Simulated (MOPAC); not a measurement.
MOPAC input (MNDO):

```
MNDO 1SCF UHF MS=0.5 GEO-OK AUX(PRECISION=9) THREADS=1
HBCl2N

N    -1.66029400 1   -0.58037000 1   -0.24284200 1
B    -0.35776600 1   -0.12580000 1   -0.02756700 1
Cl    0.97376600 1   -1.28069300 1   -0.00302800 1
Cl   -0.04791000 1    1.60598400 1    0.08320900 1
H    -2.32867200 1   -0.83836200 1    0.47465000 1
```

Output:

```
 *******************************************************************************
 **                                                                           **
 **                              MOPAC v23.2.5                                **
 **                                                                           **
 *******************************************************************************
 ** MOPAC's Digital Object Identifier: https://doi.org/10.5281/zenodo.6511958 **
 **                                                                           **
 ** Please cite the open-source release paper for use of this MOPAC version:  **
 ** J. E. Moussa and J. J. P. Stewart (2026)                                  **
 ** MOPAC: An open-source semiempirical molecular orbital program             **
 ** J. Open Source Softw., 11(119), 8025, https://doi.org/10.21105/joss.08025 **
 *******************************************************************************

                              MNDO CALCULATION RESULTS

 *******************************************************************************
 *  MNDO       - The MNDO Hamiltonian to be used
 *  GEO-OK     - OVERRIDE INTERATOMIC DISTANCE AND OTHER SAFETY CHECKS
 *  UHF        - UNRESTRICTED HARTREE-FOCK CALCULATION
 *  MS=        - IN MECI, MAGNETIC COMPONENT OF SPIN =  0.5
 *  1SCF       - DO 1 SCF AND THEN STOP
 *  AUX        - OUTPUT AUXILIARY INFORMATION
 *******************************************************************************
MNDO 1SCF UHF MS=0.5 GEO-OK AUX(PRECISION=9) THREADS=1
 HBCl2N

   ATOM   CHEMICAL          X               Y               Z
  NUMBER   SYMBOL      (ANGSTROMS)     (ANGSTROMS)     (ANGSTROMS)

     1       N         -1.66029400  *  -0.58037000  *  -0.24284200  *
     2       B         -0.35776600  *  -0.12580000  *  -0.02756700  *
     3      Cl          0.97376600  *  -1.28069300  *  -0.00302800  *
     4      Cl         -0.04791000  *   1.60598400  *   0.08320900  *
     5       H         -2.32867200  *  -0.83836200  *   0.47465000  *

          CARTESIAN COORDINATES

    NO.       ATOM           X           Y           Z

     1         N         -1.6603     -0.5804     -0.2428
     2         B         -0.3578     -0.1258     -0.0276
     3        Cl          0.9738     -1.2807     -0.0030
     4        Cl         -0.0479      1.6060      0.0832
     5         H         -2.3287     -0.8384      0.4747

  H: (MNDO): M.J.S. DEWAR, W. THIEL, J. AM. CHEM. SOC., 99, 4899, (1977)
  B: (MNDO): M.J.S. DEWAR, M.L. MCKEE, J. AM. CHEM. SOC., 99, 5231, (1977)
  N: (MNDO): M.J.S. DEWAR, W. THIEL, J. AM. CHEM. SOC., 99, 4899, (1977)
 Cl: (MNDO): M.J.S.DEWAR, H.S.RZEPA, J. COMP. CHEM., 4, 158, (1983)

           Empirical Formula: H N B Cl2  =     5 atoms

      MOLECULAR POINT GROUP   :   Cs

          UHF CALCULATION, NO. OF ALPHA ELECTRONS =   12
                           NO. OF BETA  ELECTRONS =   11

 -------------------------------------------------------------------------------
 MNDO 1SCF UHF MS=0.5 GEO-OK AUX(PRECISION=9) THREADS=1
 HBCl2N

     1SCF WAS SPECIFIED, SO BFGS WAS NOT USED
     SCF FIELD WAS ACHIEVED

                              MNDO CALCULATION
                                                       MOPAC v23.2.5 Linux

          FINAL HEAT OF FORMATION =        -36.37277 KCAL/MOL =    -152.18365 KJ/MOL

          COSMO AREA              =        110.11 SQUARE ANGSTROMS
          COSMO VOLUME            =         94.59 CUBIC ANGSTROMS

          IONIZATION POTENTIAL    =         11.869278 EV
          ALPHA SOMO LUMO (EV)    =        -12.525 -0.891
          BETA  SOMO LUMO (EV)    =        -11.869 -1.177
          NO. OF ALPHA ELECTRONS  =         12
          NO. OF BETA  ELECTRONS  =         11
          MOLECULAR WEIGHT        =         96.7306         POINT GROUP:  Cs

          MOLECULAR DIMENSIONS (Angstroms)

            Atom       Atom       Distance
            H     5   Cl     3     3.36600
           Cl     4   Cl     3     2.72782
           Cl     3    N     1     0.60631

          SCF CALCULATIONS        =          1

   ATOM   CHEMICAL          X               Y               Z
  NUMBER   SYMBOL      (ANGSTROMS)     (ANGSTROMS)     (ANGSTROMS)

     1       N         -1.66029400  *  -0.58037000  *  -0.24284200  *
     2       B         -0.35776600  *  -0.12580000  *  -0.02756700  *
     3      Cl          0.97376600  *  -1.28069300  *  -0.00302800  *
     4      Cl         -0.04791000  *   1.60598400  *   0.08320900  *
     5       H         -2.32867200  *  -0.83836200  *   0.47465000  *

                             CARTESIAN COORDINATES

   1    N       -1.660294000    -0.580370000    -0.242842000
   2    B       -0.357766000    -0.125800000    -0.027567000
   3   Cl        0.973766000    -1.280693000    -0.003028000
   4   Cl       -0.047910000     1.605984000     0.083209000
   5    H       -2.328672000    -0.838362000     0.474650000

           Empirical Formula: H N B Cl2  =     5 atoms

      MOLECULAR POINT GROUP   :   Cs

          ALPHA EIGENVALUES
 -34.64463 -26.77304 -26.13548 -21.77652 -18.19685 -17.39960 -15.12426 -13.56056
 -13.10734 -12.84665 -12.54406 -12.52471  -0.89078   0.36604   2.90266   3.43978
   5.88075

           BETA EIGENVALUES
 -32.55828 -26.57020 -26.01017 -21.51307 -17.91239 -16.70219 -14.91091 -13.29798
 -13.08319 -12.81084 -11.86928  -1.17736  -0.68662   0.40408   3.57000   3.99205
   6.27313

              NET ATOMIC CHARGES AND DIPOLE CONTRIBUTIONS

  ATOM NO.   TYPE          CHARGE      No. of ELECS.   s-Pop       p-Pop
    1          N          -0.145710        5.1457     1.67669     3.46902
    2          B           0.109069        2.8909     1.14187     1.74906
    3         Cl          -0.076035        7.0760     1.97377     5.10226
    4         Cl          -0.076035        7.0760     1.97377     5.10226
    5          H           0.188712        0.8113     0.81129
 DIPOLE           X         Y         Z       TOTAL
 POINT-CHG.    -1.474    -0.538     0.556     1.665
 HYBRID         0.028    -0.009     0.652     0.652
 SUM           -1.446    -0.548     1.208     1.962

          ATOMIC ORBITAL ELECTRON POPULATIONS

     Atom    s        px        py        pz
    1  N   1.67669   1.08723   1.00180   1.38000
    2  B   1.14187   0.70634   0.68369   0.35902
    3 Cl   1.97377   1.54948   1.64248   1.91030
    4 Cl   1.97377   1.95137   1.24437   1.90653
    5  H   0.81129

                    (SZ)    =    0.500000
                    (S**2)  =    0.757304

          ATOMIC ORBITAL SPIN POPULATIONS

    Atom   Total    s     px     py     pz
         Atomic
    1  N  1.0229  0.037  0.134  0.830  0.022
    2  B -0.0913 -0.018 -0.025 -0.026 -0.023
    3 Cl  0.0501  0.000  0.041  0.011 -0.002
    4 Cl  0.0501  0.000  0.007  0.045 -0.001
    5  H -0.0317 -0.032

 **********************
 *                    *
 * JOB ENDED NORMALLY *
 *                    *
 **********************

 == MOPAC DONE ==
```

The geometry given is a B3LYP-D3(BJ)/def2-TZVP minimum.
